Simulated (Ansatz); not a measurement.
`F[C@H]1[C@H](F)C1(F)F`, relaxed with RKS PBE-D4/def2-SVP in Ansatz 0.2.0 from a rough embedded geometry. The force threshold is 0.03 eV/Å; the program also tests the step.

Charge 0, multiplicity 1.

Start:

```xyz
9

F    -0.570    1.612    1.044
C    -0.022    0.400    0.776
C    -0.722   -0.506   -0.225
F    -0.653   -1.893    0.107
C     0.603    0.101   -0.542
F     0.693    1.098   -1.522
F     1.785   -0.640   -0.609
H     0.454   -0.017    1.671
H    -1.568   -0.155   -0.700
```

By how much does the energy fall, and how many steps does the optimiser take? (Estimate.)

Computed: 0.38 eV, in 6 steps.

Which bonds change most? (An estimate is asked.)

Ansatz gave: C3–H9 from 1.032 to 1.107 Å; C3–F4 from 1.428 to 1.359 Å; C5–F6 from 1.401 to 1.346 Å; C5–F7 from 1.397 to 1.346 Å.

Give the relaxed structure. (Estimate.)

Computed: 
```xyz
9

F    -0.582    1.616    1.038
C    -0.004    0.415    0.781
C    -0.668   -0.544   -0.200
F    -0.729   -1.868    0.096
C     0.638    0.122   -0.551
F     0.628    1.057   -1.520
F     1.777   -0.596   -0.559
H     0.493   -0.058    1.650
H    -1.552   -0.145   -0.735
```
